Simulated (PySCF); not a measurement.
Predicted microwave data (PBE0-D3(BJ)/def2-SVP geometry optimisation, gas phase in PySCF) for one isomer of C3H9B:

```
Rotational constants : A = 13359, B = 4730, C = 3731 MHz
Dipole components    : |μa| = 0.19 D, |μb| = 0.37 D, |μc| = 0.13 D
Inertial defect      : -9.23 u·Å²
κ                    : -0.79
```

Question: Which structure is it? (One computed conformer of each.)
A. `[BH2:1][CH2:2][CH2:3][CH3:4]` with H–B1–C2–C3 2° and -179°, B1–C2–C3–C4 -179°
B. BH2(nPr), `C(CC)B`
C. trimethylborane, `CB(C)C`
D. `[BH2:1][CH:2]([CH3:3])[CH3:4]` with H–B1–C2–C3 163° and -24°
E. `[CH3:1][BH:2][CH2:3][CH3:4]` with C1–B2–C3–C4 -2°

Answer: E. It is CBCC, an asymmetric top. The candidates at the same level (rigid rotor, commonest isotopes):

```json
{"SMILES": "[H]B([H])CCC", "A (MHz)": "23006", "B (MHz)": "3881", "C (MHz)": "3650", "μa (D)": "0.79", "μb (D)": "0.22", "μc (D)": "0.03", "Δ (u·Å²)": "-13.74", "point group": "near Cs", "rotor": "near-prolate asymmetric top"}
{"SMILES": "CBCC", "A (MHz)": "13359", "B (MHz)": "4730", "C (MHz)": "3731", "μa (D)": "0.19", "μb (D)": "0.37", "μc (D)": "0.13", "Δ (u·Å²)": "-9.23", "point group": "–", "rotor": "asymmetric top"}
{"SMILES": "BC(C)C", "A (MHz)": "8003", "B (MHz)": "7953", "C (MHz)": "4405", "μa (D)": "0.00", "μb (D)": "0.67", "μc (D)": "0.26", "Δ (u·Å²)": "-11.96", "point group": "Cs", "rotor": "near-oblate asymmetric top"}
{"SMILES": "CB(C)C", "A (MHz)": "7315", "B (MHz)": "7245", "C (MHz)": "3900", "μa (D)": "0.03", "μb (D)": "0.02", "μc (D)": "0.02", "Δ (u·Å²)": "-9.25", "point group": "–", "rotor": "–"}
{"SMILES": "BCCC", "A (MHz)": "25186", "B (MHz)": "3731", "C (MHz)": "3456", "μa (D)": "0.62", "μb (D)": "0.32", "μc (D)": "0.00", "Δ (u·Å²)": "-9.27", "point group": "–", "rotor": "near-prolate asymmetric top"}
```

`CB(C)C` has B 53 % too high; `BC(C)C` has B 68 % too high; `BCCC` has A 89 % too high; `[H]B([H])CCC` has A 72 % too high. No structure here is proved a minimum.
